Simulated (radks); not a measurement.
Values are calculated unless marked as measured or tabulated.
Problem. All-electron atom: Ga4+ in [Ne] 3s2 3p5.75 3d9 4s0.25 (fractional occupations, a model configuration). Level of theory: Dirac Kohn-Sham, PBEsol, spin-unpolarised, spherical densities, finite nucleus; open shells are shared between the two j in proportion to 2j + 1; Fermi nuclear charge, rms radius 3.9973 fm (a radial shooting solver on a logarithmic mesh with Libxc functionals). Some entries of the table are withheld. Estimate them.

orbital,occ.,eigenvalue (eV),<1/r> (bohr^-1),<r^2> (bohr^2)
1s1/2,2,-10282.02,31.28,0.003182
2s1/2,2,-1323.780,6.880,0.05597
2p1/2,2,(1),6.842,0.04358
2p3/2,4,(2),6.667,0.04509
3s1/2,2,-208.4430,2.211,0.4811
3p1/2,1.91667,-161.5660,2.089,0.5144
3p3/2,3.83333,-157.8349,2.048,0.5299
3d3/2,3.6,-78.5559,(3),0.6731
3d5/2,5.4,-78.0380,(4),0.6804
4s1/2,0.25,-51.5291,0.7410,3.634
4p1/2,0,-40.8957,(5),4.612
4p3/2,0,-40.4603,(6),4.708
4d3/2,0,(7),0.4886,8.277
4d5/2,0,(8),0.4877,8.314

Solution. 
(1) 2p1/2 eigenvalue (eV): -1179.531
(2) 2p3/2 eigenvalue (eV): -1151.899
(3) 3d3/2 <1/r> (bohr^-1): 1.755
(4) 3d5/2 <1/r> (bohr^-1): 1.745
(5) 4p1/2 <1/r> (bohr^-1): 0.6525
(6) 4p3/2 <1/r> (bohr^-1): 0.6448
(7) 4d3/2 eigenvalue (eV): -25.5240
(8) 4d5/2 eigenvalue (eV): -25.4730
